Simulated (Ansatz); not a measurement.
Si6Ge⁻. The state is a doublet with charge -1. Geometry PBE-D4/def2-SVPD; atoms count from 1.

```tsv
atom	x (Å)	y (Å)	z (Å)
Si1	-1.1878	0.2393	-1.1219
Si2	1.3310	-0.4352	-0.5675
Si3	-0.3430	-0.9923	1.0862
Si4	-2.1896	0.4490	1.0121
Si5	1.5723	-2.3296	0.8062
Si6	0.7244	1.4191	-1.8654
Ge7	0.0927	1.6496	0.6503
```

Another isomer (doublet) lies 0.24 eV lower at PBE0-D4/def2-TZVPD; other spin states weren't run for this one.

Q: Estimate the Mulliken populations from the PBE0/def2-TZVPD orbitals of Ansatz.

A: 
| atom | charge (e) | spin (α − β) |
| --- | --- | --- |
| Si1 | -0.09 | 0.17 |
| Si2 | 0.13 | -0.07 |
| Si3 | 0.13 | -0.07 |
| Si4 | -0.35 | -0.04 |
| Si5 | -0.46 | 0.84 |
| Si6 | -0.35 | -0.04 |
| Ge7 | -0.01 | 0.19 |
Mulliken values and Mayer orders depend strongly on the basis. With diffuse functions, as here, like atoms can get unlike values, and bond orders can come out too low or too high.

Q: Where does the spin sit?

A: Summed by element: Si 0.81, Ge 0.19, of 1 unpaired in all. Largest on single atoms: Si5 0.84, Ge7 0.19, Si1 0.17.

Q: And the Mayer bond orders between bonded heavy atoms (over 0.3)?

A: Si1–Si2 0.48 (2.67 Å); Si1–Si3 0.48 (2.67 Å); Si1–Si4 0.82 (2.37 Å); Si1–Si6 0.82 (2.37 Å); Si1–Ge7 0.58 (2.60 Å); Si2–Si3 0.71 (2.42 Å); Si2–Si5 0.85 (2.35 Å); Si2–Si6 0.71 (2.34 Å); Si2–Ge7 0.44 (2.71 Å); Si3–Si4 0.71 (2.34 Å); Si3–Si5 0.85 (2.35 Å); Si3–Ge7 0.44 (2.71 Å); Si4–Ge7 0.62 (2.60 Å); Si6–Ge7 0.62 (2.60 Å).
